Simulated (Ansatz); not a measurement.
Members of the series B-XY, Y = chloro; each row names its spin state. Isolated molecules, 0 K electronic values unless said otherwise. One relaxed conformer stands for each flexible species; it need not be the lowest. Strings in code marks are SMILES.

Quantity: adiabatic spin-state energy, in kcal/mol. The DFT solution of `[BH-]Cl` is unstable or spin-contaminated; the geometry comes from it. HF references are unrestricted for open shells and restricted for singlets. The restricted reference of `Cl[B-]Cl`, `S[B-]Cl` and `[BH-]Cl` is unstable towards unrestricted orbitals.

Level 1: frozen-core CCSD(T) with HF/aug-cc-pVQZ and the correlation energy extrapolated as X^-3 from aug-cc-pVTZ and aug-cc-pVQZ // B3LYP-D3(BJ)/def2-TZVPD (Ansatz, a quantum-chemistry and plane-wave program)
Level 2: BLYP/aug-cc-pVTZ // B3LYP-D3(BJ)/def2-TZVPD (Ansatz)
Level 3: CAM-B3LYP/aug-cc-pVTZ // B3LYP-D3(BJ)/def2-TZVPD (Ansatz)
Level 4: HSE06/aug-cc-pVTZ // B3LYP-D3(BJ)/def2-TZVPD (Ansatz)

```json
[
 {"species": "`[BH-]Cl`: multiplicity 3 minus multiplicity 1", "level 2": "10.2", "level 3": "9.62", "level 4": "4.89"},
 {"species": "`S[B-]Cl`: multiplicity 3 minus multiplicity 1", "level 2": "21.4", "level 3": "20.6", "level 4": "16.7"},
 {"species": "`Cl[B-]Cl`: multiplicity 3 minus multiplicity 1", "level 2": "26.8", "level 3": "24.0", "level 4": "20.4"}
]
```

### Question
What does level 1 give for each?

### Answer

- `[BH-]Cl`: multiplicity 3 minus multiplicity 1: 12.2
- `S[B-]Cl`: multiplicity 3 minus multiplicity 1: 24.2
- `Cl[B-]Cl`: multiplicity 3 minus multiplicity 1: 27.7
